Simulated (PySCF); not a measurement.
CH₃Cd, charge +1. Atoms are numbered in the order given.

```xyz
5

Cd     0.0000     0.0000    -0.3602
C      0.0000     0.0000     1.8410
H      0.9161     0.5289     2.0806
H      0.0000    -1.0578     2.0806
H     -0.9161     0.5289     2.0806
```
Charge +1, spin multiplicity 1.

Geometry: B3LYP-D3(BJ)/def2-TZVP. The spin state was assumed, not searched. The isomer is the one that the SMILES or the coordinates give; other isomers of the formula were not compared. The def2 effective core potentials stand for the cores of Cd; spin–orbit coupling is left out.

Vertical ionisation energy (IE) and electron affinity (EA) in eV. Rows of orbital energies are one-electron estimates. Where ΔSCF, EOM or ADC give a negative EA the extra electron is unbound and the value depends on the basis.

| level | IE | EA |
|---|---|---|
| −ε(HOMO), −ε(LUMO), M06-2X/def2-TZVPD (PySCF) | 14.75 | 8.35 |
| −ε(HOMO), −ε(LUMO), PBE0/def2-TZVPD (PySCF) | (withheld) | (withheld) |

Task: Fill in the missing entries. (An estimate is asked for; the answer gives what the named calculation found.)

Result: 
- −ε(HOMO), −ε(LUMO), PBE0/def2-TZVPD (PySCF), IE: 14.01
- −ε(HOMO), −ε(LUMO), PBE0/def2-TZVPD (PySCF), EA: 9.03
